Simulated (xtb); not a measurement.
xtb input (GFN2-xTB):

```bash
xtb mol.xyz --gfn 2 --ohess tight --chrg -1 --uhf 0
```
mol.xyz:
```
4

C     -0.70642330    -0.21743444    -0.03841180
N      0.46375459    -0.72609731    -0.08638545
H     -0.89253801     0.85632922     0.08678896
H      1.12365360     0.04565468     0.00102441
```

Output:

```
           -------------------------------------------------
          |                Calculation Setup                |
           -------------------------------------------------

           -------------------------------------------------
          |                 G F N 2 - x T B                 |
           -------------------------------------------------

        Reference                      10.1021/acs.jctc.8b01176
      * Hamiltonian:
        H0-scaling (s, p, d)           1.850000    2.230000    2.230000
        zeta-weighting                 0.500000
      * Dispersion:
        s8                             2.700000
        a1                             0.520000
        a2                             5.000000
        s9                             5.000000
      * Repulsion:
        kExp                           1.500000    1.000000
        rExp                           1.000000
      * Coulomb:
        alpha                          2.000000
        third order                    shell-resolved
        anisotropic                    true
        a3                             3.000000
        a5                             4.000000
        cn-shift                       1.200000
        cn-exp                         4.000000
        max-rad                        5.000000

          ...................................................
          :                      SETUP                      :
          :.................................................:
          :  # basis functions                  10          :
          :  # atomic orbitals                  10          :
          :  # shells                            6          :
          :  # electrons                        12          :
          :  max. iterations                   250          :
          :  Hamiltonian                  GFN2-xTB          :
          :  restarted?                      false          :
          :  GBSA solvation                  false          :
          :  PC potential                    false          :
          :  electronic temp.          300.0000000     K    :
          :  accuracy                    1.0000000          :
          :  -> integral cutoff          0.2500000E+02      :
          :  -> integral neglect         0.1000000E-07      :
          :  -> SCF convergence          0.1000000E-05 Eh   :
          :  -> wf. convergence          0.1000000E-03 e    :
          :  Broyden damping             0.4000000          :
          :  net charge                         -1          :
          :  unpaired electrons                  0          :
          ...................................................

 iter      E             dE          RMSdq      gap      omega  full diag
   1     -6.1559863 -0.615599E+01  0.667E+00    3.16       0.0  T
   2     -6.1712059 -0.152196E-01  0.501E+00    2.69       1.0  T
   3     -6.1765636 -0.535777E-02  0.223E+00    2.81       1.0  T
   4     -6.1787579 -0.219423E-02  0.479E-01    2.68       1.0  T
   5     -6.1788094 -0.515777E-04  0.149E-01    2.70       1.0  T
   6     -6.1788053  0.409542E-05  0.108E-01    2.72       1.0  T
[...]
 q only:        0.341       0.198       0.039
   full:        0.745       0.956       0.128       3.097
Molecule has the following symmetry elements: (sigma)
It seems to be the Cs point group
molecular quadrupole (traceless):
                xx          xy          yy          xz          yz          zz
 q only:       -1.079       1.752      -0.703       0.179      -0.284       1.782
  q+dip:       -1.269       1.103      -1.066       0.092      -0.411       2.336
   full:       -1.797       1.077      -1.407       0.082      -0.551       3.205

           -------------------------------------------------
          |                Geometry Summary                 |
           -------------------------------------------------

      molecular mass/u    :       28.0333206
   center of mass at/Å    :       -0.0954336      -0.4369581      -0.0584376
  moments of inertia/u·Å² :        0.1970829E+01   0.1329639E+02   0.1526722E+02
rotational constants/cm⁻¹ :        0.8553575E+01   0.1267835E+01   0.1104172E+01

 * 1 selected distances

     #   Z          #   Z                                           value/Å
     1   6 C        2   7 N                                       1.2761952 (max)

 * 1 distinct bonds (by element types)

   Z      Z             #   av. dist./Å        max./Å        min./Å
   6 C    7 N           1     1.2761952     1.2761952     1.2761952

           -------------------------------------------------
          |               Frequency Printout                |
           -------------------------------------------------
 projected vibrational frequencies (cm⁻¹)
eigval :       -0.00    -0.00    -0.00    -0.00     0.00     0.00
eigval :     1037.95  1095.73  1259.88  1460.82  1568.66  2582.63
 reduced masses (amu)
   1: 11.72   2:  9.84   3:  5.27   4: 10.95   5: 10.15   6: 10.42   7:  3.48   8:  2.67
   9:  4.47  10:  3.58  11:  9.83  12:  1.74
 IR intensities (km·mol⁻¹)
   1: 26.51   2: 16.10   3: 10.81   4: 14.67   5: 32.01   6: 28.21   7: 57.78   8:295.89
   9:******  10:651.93  11:195.92  12:724.25
 Raman intensities (Ä⁴*amu⁻¹)
   1:  0.00   2:  0.00   3:  0.00   4:  0.00   5:  0.00   6:  0.00   7:  0.00   8:  0.00
   9:  0.00  10:  0.00  11:  0.00  12:  0.00
 output can be read by thermo (or use thermo option).
 writing <g98.out> molden fake output.
 recommended (thermochemical) frequency scaling factor: 1.0
           -------------------------------------------------
          |             Thermodynamic Functions             |
           -------------------------------------------------

cs  symmetry found (for desy threshold:  0.10E+00) used in thermo

          ...................................................
          :                      SETUP                      :
          :.................................................:
          :  # frequencies                           6      :
          :  # imaginary freq.                       0      :
          :  linear?                             false      :
          :  only rotor calc.                    false      :
          :  symmetry                               cs      :
          :  rotational number                       1      :
          :  scaling factor                  1.0000000      :
          :  rotor cutoff                   50.0000000 cm⁻¹ :
          :  imag. cutoff                  -20.0000000 cm⁻¹ :
          :.................................................:

    mode    ω/cm⁻¹     T·S(HO)/kcal·mol⁻¹    T·S(FR)/kcal·mol⁻¹   T·S(vib)
   ------------------------------------------------------------------------
   ------------------------------------------------------------------------

   temp. (K)  partition function   enthalpy   heat capacity  entropy
                                   cal/mol     cal/K/mol   cal/K/mol   J/K/mol
 298.15  VIB   1.02                   50.102      0.936      0.199
         ROT  0.153E+04              888.752      2.981     17.551
         INT  0.155E+04              938.854      3.917     17.750
         TR   0.144E+27             1481.254      4.968     35.911
         TOT                        2420.1080     8.8849    53.6604   224.5152

       T/K    H(0)-H(T)+PV         H(T)/Eh          T*S/Eh         G(T)/Eh
   ------------------------------------------------------------------------
Note: The following floating-point exceptions are signalling: IEEE_DENORMAL
normal termination of xtb
    298.15    0.385669E-02    0.243731E-01    0.254958E-01   -0.112268E-02
   ------------------------------------------------------------------------

         :::::::::::::::::::::::::::::::::::::::::::::::::::::
         ::                  THERMODYNAMIC                  ::
         :::::::::::::::::::::::::::::::::::::::::::::::::::::
         :: total free energy          -6.121866488157 Eh   ::
         ::.................................................::
         :: total energy               -6.120743803300 Eh   ::
         :: zero point energy           0.020516424888 Eh   ::
         :: G(RRHO) w/o ZPVE           -0.021639109745 Eh   ::
         :: G(RRHO) contrib.           -0.001122684857 Eh   ::
         :::::::::::::::::::::::::::::::::::::::::::::::::::::

optimized geometry written to: xtbopt.xyz

           -------------------------------------------------
          | TOTAL ENERGY               -6.120743803300 Eh   |
          | TOTAL ENTHALPY             -6.096370690796 Eh   |
          | TOTAL FREE ENERGY          -6.121866488157 Eh   |
          | GRADIENT NORM               0.000027706412 Eh/α |
          | HOMO-LUMO GAP               3.349499488311 eV   |
           -------------------------------------------------

------------------------------------------------------------------------
------------------------------------------------------------------------
 total:
 SCF:
 ANC optimizer:
 analytical hessian:
```

It need not be the lowest isomer of its formula. Whether it binds its extra electron was not tested at this geometry.
